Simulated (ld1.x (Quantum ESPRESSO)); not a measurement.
# Before and after: RRKJ potential for Cr (Z = 24)

- Element: chromium
- Generator: ld1.x (Quantum ESPRESSO) 7.5
- Type: norm-conserving RRKJ (Kleinman–Bylander form)
- Functional: PBEsol
- Relativity: scalar-relativistic
- Frozen core: [Ne] 3s2
- Valence charge: 12
- Reference configuration: 3p6 3d5 4s0.5 4p0 (charge +0.5)
- Partial waves: 4s (bound): rc 2.50 bohr; 3p (bound): rc 0.95 bohr; 3d (bound): rc 1.00 bohr
- Local potential: all-electron potential smoothed inside 1.35 bohr (lloc = -1)
- Core correction: a·sin(br)/r model core, default radius (core density twice the valence density)
- rho0: 0.01

Change: core correction none.

Cutoffs: the cutoffs (Ry, on a coarse ladder) from which the occupation-weighted sum of valence levels, in a spherical-Bessel basis at the reference potential, stays within 10 and 1 mRy of its value at 400 Ry; they do not see the model core or the augmentation charge, which bear on the density cutoff. Errors are all-electron minus pseudo energies relative to the spin-unpolarised reference configuration.

Task: What does the change do?

Result: The potential gets neither clearly harder nor softer (160 Ry and 230 Ry → 160 Ry and 230 Ry); both files keep a bound ghost (s); of the 7 tests that both files solve, the error grows in 0 and shrinks in 6 by more than 15 % and 0.3 meV (median size 14.2 → 1.1 meV). The default core radius of the base comes out at 0.46 bohr.

| quantity | base | changed |
| --- | --- | --- |
| cutoff, loose | 160 Ry | 160 Ry |
| cutoff, tight | 230 Ry | 230 Ry |
| bound ghosts | s | s |
| error for 3p6 3d5 4s1 4p0, meV [ΔE -2.71 eV] | -0.4 | -0.1 |
| error for 3p6 3d5 4s0 4p0, meV [ΔE 4.17 eV] | -1.8 | -0.8 |
| error for 3p6 3d4 4s0 4p0, meV [ΔE 20.18 eV] | -14 | +0.9 |
| error for 3p6 3d5 4s0 4p1, meV [ΔE 0.44 eV] | -1.3 | -1.1 |
| error for 3p6 3d4 4s1 4p1, meV [ΔE 0.83 eV] | -23 | -16 |
| error for 3p6 3d4 4s2 4p0, meV [ΔE -2.80 eV] | -34 | -27 |
| error for 3p6 3d4 4s1 4p0, meV [ΔE 5.30 eV] | -24 | -19 |
| s: phases at 2.69 bohr within 0.05 rad from the reference energy up to (Ry; the scan ends near 5) | 3.6 | 3.6 |
| p: phases at 2.69 bohr within 0.05 rad from the reference energy up to (Ry; the scan ends near 5) | to the end of the scan | to the end of the scan |
| d: phases at 2.69 bohr within 0.05 rad from the reference energy up to (Ry; the scan ends near 5) | to the end of the scan | to the end of the scan |

 A true bound ghost makes a file unfit for plane-wave use even where its test errors are small: the radial tests pick states by their node count and pass the ghost by.
